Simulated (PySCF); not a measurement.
BFGeH4, SMILES F[BH][GeH3]. Heavy atoms are numbered as in [BH:1]([F:2])[GeH3:3]. Hydrogens are named by the atom that carries them.

The structure is a stationary point at PBE0-D3(BJ)/def2-TZVP.

Calculation: ωB97X/def2-TZVPD run with PySCF.

ESP charges are fitted to the potential on shells at 1.4 to 2.0 van der Waals radii. Atomic charges (e), one atom of each kind:

```tsv
atom	ESP fit	meta-Löwdin
B1 (BH)	0.47	…
F2	-0.24	-0.27
Ge3 (GeH3)	-0.03	…
H on Ge3	-0.03	-0.06
H on B1	-0.13	…
```

**Question.** Some entries are withheld; supply them. (An estimate is asked for; the answer gives what the named calculation found.)

**Answer.** 
- B1 (BH), meta-Löwdin: 0.23
- Ge3 (GeH3), meta-Löwdin: 0.22
- H on B1, meta-Löwdin: -0.01
